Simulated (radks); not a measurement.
Q: Species: the osmium ion Os+. Configuration: [Xe] 4f14 5d6 6s1. Calculated with a radial shooting solver on a logarithmic mesh with Libxc functionals: Dirac Kohn-Sham, RPBE, spin-unpolarised, spherical densities, finite nucleus; open shells fill j = l - 1/2 first; Fermi nuclear charge, rms radius 5.4126 fm. Some entries of the table are withheld. Estimate them.

| orbital | occ. | eigenvalue (hartree) | <r> (bohr) | <1/r> (bohr^-1) |
|---|---|---|---|---|
| 1s1/2 | 2 | -2710.095 | 0.01774 | 90.42 |
| 2s1/2 | 2 | -471.9025 | 0.07426 | 22.09 |
| 2p1/2 | 2 | -451.8871 | 0.06131 | 22.06 |
| 2p3/2 | 4 | -395.6230 | 0.06950 | 18.31 |
| 3s1/2 | 2 | -110.0255 | 0.1934 | 8.111 |
| 3p1/2 | 2 | -101.0549 | (1) | (2) |
| 3p3/2 | 4 | -88.78485 | (3) | (4) |
| 3d3/2 | 4 | -73.73759 | 0.1734 | (5) |
| 3d5/2 | 6 | -71.07962 | 0.1781 | (6) |
| 4s1/2 | 2 | -23.43853 | 0.4317 | 3.417 |
| 4p1/2 | 2 | -19.67027 | 0.4357 | 3.307 |
| 4p3/2 | 4 | -16.78925 | 0.4692 | 2.970 |
| 4d3/2 | 4 | -10.60152 | 0.4824 | 2.760 |
| 4d5/2 | 6 | -10.06778 | 0.4937 | 2.680 |
| 5s1/2 | 2 | -3.63386 | 1.008 | 1.347 |
| 5p1/2 | 2 | -2.47465 | 1.101 | 1.218 |
| 4f5/2 | 6 | -2.23898 | 0.5527 | 2.257 |
| 4f7/2 | 8 | -2.13593 | 0.5609 | 2.225 |
| 5p3/2 | 4 | -2.02758 | 1.202 | 1.097 |
| 5d3/2 | 4 | -0.53377 | 1.722 | (7) |
| 5d5/2 | 2 | -0.49400 | 1.789 | (8) |
| 6s1/2 | 1 | (9) | 2.801 | 0.4542 |
| 6p1/2 | 0 | -0.28169 | 3.557 | 0.3535 |
| 6p3/2 | 0 | -0.24905 | 3.899 | 0.3197 |

A: 
(1) 3p1/2 <r> (bohr): 0.1835
(2) 3p1/2 <1/r> (bohr^-1): 8.027
(3) 3p3/2 <r> (bohr): 0.1986
(4) 3p3/2 <1/r> (bohr^-1): 7.056
(5) 3d3/2 <1/r> (bohr^-1): 6.951
(6) 3d5/2 <1/r> (bohr^-1): 6.724
(7) 5d3/2 <1/r> (bohr^-1): 0.7633
(8) 5d5/2 <1/r> (bohr^-1): 0.7335
(9) 6s1/2 eigenvalue (hartree): -0.47513
